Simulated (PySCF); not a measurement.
**Peak assignment**

Atoms are numbered as in `[SiH3:1][SiH2:2][O:3][SiH2:4][c:5]1[cH:6][cH:7][n:8][cH:9][cH:10]1` (H(Xn): hydrogen on atom n).

- structure optimised with PBE0-D3(BJ)/def2-SVP
- NMR shieldings at HF/pcSseg-1/GIAO
- code: PySCF
- gas phase, one conformer, non-relativistic, rapidly exchanging positions averaged

Referencing at the same level of theory: TMS for ¹³C, ¹H.

Q: Assign these signals to the numbered atoms. ¹³C{¹H} NMR (computed): δ 160.0, 153.7, 135.2.

A: 
| δ (ppm) | atoms | environment | reason |
| --- | --- | --- | --- |
| 160.0 | C7/C9 | aromatic CH next to a ring nitrogen | the adjacent pyridine-type nitrogen withdraws density from it |
| 153.7 | C5 | substituted aromatic carbon | – |
| 135.2 | C6/C10 | aromatic CH | the aromatic region |

Q: Assign these signals to the numbered atoms. ¹H NMR (500 MHz, computed): δ 8.96 (d, 2H), 7.50 (d, 2H), 4.88 (s, 2H), 4.68 (q, 2H), 2.16 (t, 3H).

A: 
| δ (ppm) | atoms | environment | reason |
| --- | --- | --- | --- |
| 8.96 | H(C7)/H(C9) | hydrogen on an aromatic CH next to a ring nitrogen | ring current plus the neighbouring ring nitrogen |
| 7.50 | H(C6)/H(C10) | hydrogen on an aromatic CH | it sits in the deshielding region of the aromatic ring current |
| 4.88 | H(Si4) | hydrogen on a silicon bonded to C, O | – |
| 4.68 | H(Si2) | hydrogen on a silicon bonded to O, Si | – |
| 2.16 | H(Si1) | hydrogen on a silicon bonded to Si | – |

Shifts are as computed. Against solution values, carbons near 30 ppm lie about -0 ppm off and those near 130 ppm about +7 ppm (rms about the fit 1.9 ppm; single classes can miss by 10 ppm). Of 1328 compounds with measured shifts, 309 miss one by over three times the rms of a fit or turn the order of signals round; such compounds aren't used in these exercises. Signals without a measured value on file couldn't be tested in this way. Multiplicities follow the n + 1 count of equivalent neighbours, as no J values were calculated; m marks all less simple cases, F and P coupling included.
